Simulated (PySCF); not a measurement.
# Electron correlation in Zn⁺ (zinc, charge +1)

[Ar] 3d10 4s1, 2S determinant. Calculation: PySCF 2.14, in x2c-TZVPall (6s5p4d1f, 48 functions); the spin-free X2C one-electron Hamiltonian (Gaussian nucleus). Frozen: [Ar]; 11 electrons correlated.

MP2 pair energies summed by pair of shells (mhartree):

```csv
pair,energy,share (%)
3d-3d,-349.91,94.6
3d-4s,-20.00,5.4
```

Total MP2 correlation energy: -369.92 mhartree.

Same-spin part -138.34 and opposite-spin part -231.58 mhartree; SCS-MP2 scales them by 1/3 and 6/5 to -324.00 mhartree.

```csv
level,correlation energy (mhartree)
CCSD,-335.34
(T),-6.27
CCSD(T),-341.61
```

Diagnostics: T1 = 0.011, D1 = 0.0251, largest double amplitude 0.018.

Task: Is a single reference adequate?

Result: Yes: T1 lies below 0.03 and no double amplitude reaches 0.07.
